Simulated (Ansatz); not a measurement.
Consider the redistribution: `[SiH3]B[SiH2]Cl` + `OB(S)Cl` → `[SiH3]BCl` + `OB(S)[SiH2]Cl`.

Calculated with Ansatz (gas phase, PBE0-D4/def2-TZVP geometries, no zero-point term in ΔE). CBS: MP2 limit from def2 TZ/QZ plus the TZ coupled-cluster correction, frozen cores. This one scheme is used for every species. DFT in def2-TZVPP. B3LYP here is the variant with VWN-RPA as its local correlation; programs differ in this. One conformer a species, not always the lowest.

Task: Is it downhill or uphill in electronic energy at CCSD(T)/CBS, and by how much? (An estimate is asked.)

Result: Ansatz gave: Downhill: ΔE = -4.3 kJ/mol.

Task: What do these levels give: PBE-D4, r2SCAN-D4, B3LYP-D4, SCS-MP2/def2-TZVPP, MP2/def2-QZVPP, CCSD/CBS(def2)? (An estimate is asked.)

Result: Ansatz gave: PBE-D4 -8.0, r2SCAN-D4 -2.1, B3LYP-D4 -6.0, SCS-MP2/def2-TZVPP -4.4, MP2/def2-QZVPP -5.0, CCSD/CBS(def2) -1.4 kJ/mol.

Largest T1 diagnostic among the species: 0.014.

In def2-TZVPP, CCSD(T) changes the Hartree–Fock value by −11.1 kJ/mol (the triples alone add −2.9 kJ/mol) and MP2 by −11.9 kJ/mol. From PBE to PBE0 (25 % exact exchange), in def2-TZVPP and without D4, ΔE moves by +4.2 kJ/mol.
